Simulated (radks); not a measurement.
Valence configurations of Ce2+ (all share [Xe]). Method: Dirac Kohn-Sham, BLYP, spin-unpolarised, spherical densities, finite nucleus; open shells fill j = l - 1/2 first; Fermi nuclear charge, rms radius 4.8771 fm; computed with a radial shooting solver on a logarithmic mesh with Libxc functionals. Energies are relative to 4f2; eigenvalues in eV.

[
 {"valence": "4f2", "E (eV)": "0.000", "e(4f5/2)": "-12.904", "e(5d3/2)": "-", "e(6p1/2)": "-", "e(6s1/2)": "-"},
 {"valence": "4f1.5 6s0.5", "E (eV)": "0.517", "e(4f5/2)": "-16.520", "e(5d3/2)": "-", "e(6p1/2)": "-", "e(6s1/2)": "-14.073"},
 {"valence": "4f1 5d1", "E (eV)": "1.230", "e(4f5/2)": "-18.132", "e(5d3/2)": "-14.887", "e(6p1/2)": "-", "e(6s1/2)": "-"},
 {"valence": "4f1.5 6p0.5", "E (eV)": "2.219", "e(4f5/2)": "-16.965", "e(5d3/2)": "-", "e(6p1/2)": "-10.931", "e(6s1/2)": "-"},
 {"valence": "4f1 6s1", "E (eV)": "2.537", "e(4f5/2)": "-20.648", "e(5d3/2)": "-", "e(6p1/2)": "-", "e(6s1/2)": "-14.938"},
 {"valence": "4f1 6p1", "E (eV)": "6.136", "e(4f5/2)": "-21.526", "e(5d3/2)": "-", "e(6p1/2)": "-11.807", "e(6s1/2)": "-"},
 {"valence": "5d2", "E (eV)": "6.844", "e(4f5/2)": "-", "e(5d3/2)": "-16.350", "e(6p1/2)": "-", "e(6s1/2)": "-"},
 {"valence": "5d1 6s1", "E (eV)": "9.032", "e(4f5/2)": "-", "e(5d3/2)": "-18.143", "e(6p1/2)": "-", "e(6s1/2)": "-15.580"},
 {"valence": "6s1 6p1", "E (eV)": "15.985", "e(4f5/2)": "-", "e(5d3/2)": "-", "e(6p1/2)": "-13.052", "e(6s1/2)": "-17.073"},
 {"valence": "6p2", "E (eV)": "20.032", "e(4f5/2)": "-", "e(5d3/2)": "-", "e(6p1/2)": "-13.434", "e(6s1/2)": "-"}
]

NIST lists [Xe] 4f2 as the ground configuration; this level of theory agrees among the configurations tried. The energies are those of spherical spin-averaged densities, not of single terms.
